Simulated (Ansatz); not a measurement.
Geometry optimisation, RKS PBE/def2-SVP (Ansatz).

The input (input.yaml):

```yaml
crystal:
  periodic: [false, false, false]
  atoms:
    - { symbol: Hf, position_ang: [0.08519, 0.400667, -0.545473] }
    - { symbol: Cl, position_ang: [1.165307, -0.34548, 2.938031] }
    - { symbol: O, position_ang: [1.444089, -0.910765, -0.96882] }
    - { symbol: H, position_ang: [1.926849, -1.740087, -1.072232] }
    - { symbol: O, position_ang: [-0.869133, 1.020023, -2.111924] }
    - { symbol: H, position_ang: [-1.4646, 1.140764, -2.861454] }
    - { symbol: O, position_ang: [-1.252857, -0.232963, 0.727918] }
    - { symbol: H, position_ang: [-1.128125, -0.614292, 1.616146] }
    - { symbol: "N", position_ang: [1.174689, 2.057155, 0.36263] }
    - { symbol: H, position_ang: [2.192815, 2.064479, 0.203038] }
    - { symbol: Si, position_ang: [0.545223, 3.628311, 0.837726] }
    - { symbol: H, position_ang: [0.580358, 4.662663, -0.265813] }
    - { symbol: H, position_ang: [-0.893942, 3.424345, 1.232137] }
    - { symbol: H, position_ang: [1.303067, 4.203521, 2.007805] }
    - { symbol: H, position_ang: [1.27077, 0.787759, 2.214984] }
basis:
  gaussian: { orbitals: def2-SVP }
hamiltonian:
  xc: pbe
relax:
  f_tol: 0.03
  max_steps: 50
```

Run as:

```bash
$ ansatz run input.yaml --threads 4 --pin off --max-ram 5120MiB --backend cpu --events-out ev --progress --plain --runs-dir out
```

Problem. Where does it end, and by what steps?

Solution. It converged. After 39 steps the energy has fallen by 1.579 eV; H8 moved furthest, 2.44 Å. Parted: Cl2–H15 (1.35 → 2.78 Å). Joined: Hf1–Cl2 (3.72 → 2.44 Å), N9–H15 (2.25 → 1.03 Å).

```tsv
step	energy less start (eV)	largest force component (eV/Å)	accepted
0	0.0000	0.873	yes
2	-0.1636	0.347	yes
4	-0.1954	0.158	yes
6	-0.2258	1.155	yes
8	-0.4727	0.596	yes
10	-0.9141	0.425	yes
12	-1.1043	0.453	yes
14	-1.2482	0.459	yes
16	-1.3114	0.693	yes
18	-1.3789	0.355	yes
20	-1.4263	0.577	yes
22	-1.4919	0.299	yes
24	-1.5190	0.458	yes
26	-1.5566	0.121	yes
28	-1.5634	0.093	yes
30	-1.5679	0.190	yes
32	-1.5731	0.112	yes
34	-1.5756	0.093	yes
36	-1.5775	0.053	yes
38	-1.5785	0.033	yes
39	-1.5787	0.017	yes
```

```xyz
15
Properties=species:S:1:pos:R:3
Hf -0.035 0.089 0.400
Cl 0.101 -0.191 2.816
O 1.585 -0.334 -0.669
H 1.727 -1.106 -1.242
O -1.127 1.585 -0.305
H -1.980 1.623 -0.763
O -1.152 -1.430 -0.044
H -1.709 -2.212 -0.140
N 1.439 1.989 0.894
H 2.310 1.694 0.426
Si 0.907 3.632 0.357
H 0.753 3.624 -1.131
H -0.343 3.997 1.091
H 1.980 4.631 0.719
H 1.624 1.955 1.908
```

Whether the end is a true minimum wasn't checked by a vibrational analysis.

Run time: 2.6 min on 4 threads of Intel(R) Xeon(R) Platinum 8259CL CPU @ 2.50GHz (Skylake/Cascade Lake) (shared host), peak memory 0.29 GiB.
